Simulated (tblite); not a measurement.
Species: C4H4ClN3S.
Cartesian coordinates in Å at the GFN2-xTB level; atoms count from 1:
```xyz
13
C4H4ClN3S angstrom
C     -2.5955   -0.2500   -0.0726
S     -1.4770    1.0817    0.4391
C      0.0549    0.2967    0.2321
C      1.2554    0.9602    0.5155
C      2.3900    0.1980    0.3003
Cl     3.9520    0.8312    0.5895
N      2.3209   -1.0586   -0.1395
N      1.1745   -1.5869   -0.3740
N      0.0648   -0.9668   -0.2072
H     -2.3768   -0.5210   -1.0998
H     -3.6023    0.1437    0.0194
H     -2.4508   -1.1039    0.5803
H      1.2855    1.9762    0.8702
```

All values are computed: GFN2-xTB (tblite) harmonic vibrations without scaling, gas phase. Against measured fundamentals such values can be off by several per cent, at times by over 20. One conformer, not necessarily the lowest.

Question: How many normal modes are there?

Answer: 13 atoms, non-linear: 3N − 6 = 33.

Question: What is the point group of the computed structure, and how do the modes divide by symmetry?

Answer: Cs. The vibrations span 22 a′ + 11 a″.

Question: How many distinct wavenumbers does the calculation give?

Answer: 33: Cs has no degenerate species.

Question: How many fundamentals are allowed in the infrared by symmetry?

Answer: 33 of 33: in Cs every mode is allowed. All fundamentals are allowed in the Raman spectrum.

Question: What zero-point energy do the modes add up to?

Answer: Half the sum of the wavenumbers, 17510 cm⁻¹, or 209.5 kJ/mol from 33 modes, 73.5 kJ/mol of it from above 1550 cm⁻¹.

Question: What thermal excitation has the softest real mode at 200 K?

Answer: 63.4 cm⁻¹ is a vibrational temperature θ of 91 K. The population of v = 1 over v = 0 is exp(−θ/T) = 0.63, and the mean quantum number is 1.7.
